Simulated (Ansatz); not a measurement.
Ge(NH2)Me3 (C3H11GeN). Total charge 0; singlet. Geometry PBE-D4/def2-SVP, basis def2-TZVP, Ansatz.

```xyz
16

C     0.430   -0.982   -1.617
C     1.185    1.447    0.369
C    -1.880    0.464    0.137
Ge   -0.001   -0.112    0.091
N     0.161   -1.440    1.398
H    -0.056   -1.090    2.340
H     1.112   -1.828    1.445
H     0.289   -0.276   -2.460
H    -0.228   -1.858   -1.774
H     1.483   -1.327   -1.632
H     1.039    2.195   -0.437
H     2.250    1.138    0.365
H     0.970    1.938    1.340
H    -2.132    0.920    1.115
H    -2.547   -0.405   -0.026
H    -2.076    1.216   -0.653
```

```json
{"run": "A", "HOMO (eV)": "-6.93", "LUMO (eV)": "0.64"}
{"run": "B", "HOMO (eV)": "-6.69", "LUMO (eV)": "0.30"}
{"run": "C", "HOMO (eV)": "-5.52", "LUMO (eV)": "-0.14"}
{"run": "D", "HOMO (eV)": "-5.82", "LUMO (eV)": "0.55"}
```

B3LYP takes the VWN-RPA correlation.

Q: The runs used B3LYP, PBE, PBE0, r2SCAN. Estimate which is which.

A: A PBE0 (25 % exact exchange); B B3LYP (20 % exact exchange); C PBE (0 % exact exchange); D r2SCAN (0 % exact exchange). Exact exchange lowers occupied and raises empty levels; among semilocal functionals meta-GGAs tend to open the gap a little, and such runs are hard to tell apart. The gap grows from 5.38 eV (PBE) to 7.57 eV (PBE0).
